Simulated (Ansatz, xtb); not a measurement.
Molecule: BaCl, charge 1, multiplicity 1. 
Coordinates optimised at B3LYP-D3(BJ)/def2-TZVP (Ansatz, an electronic-structure program):
SMILES: [Cl][Ba+]
```xyz
2

Ba     0.0000     0.0000    -0.6046
Cl     0.0000     0.0000     1.9918
```
Charge +1, spin multiplicity 1.

Harmonic wavenumbers from GFN2-xTB (xtb, at its own minimum), cm⁻¹: 201.

### Question
Give the harmonic wavenumbers at B3LYP-D3(BJ)/def2-TZVP (Ansatz, finite differences of forces, unscaled).

### Answer
328 cm⁻¹. Zero-point energy 0.5 kcal/mol.

### Question
From these and the geometry, give the ideal-gas thermochemistry at 298.15 K and 1 atm (rigid rotor, harmonic oscillator).

### Answer
Point group C∞v, rotational symmetry number 1. Rotational constants 2.661, 2.661 GHz. S(trans) 41.35, S(rot) 17.40, S(vib) 1.27, S(elec, spin only) 0.00, S 60.0 cal/(mol K). H(298) - H(0) 2.32 kcal/mol; G - E(el) -15.1 kcal/mol.
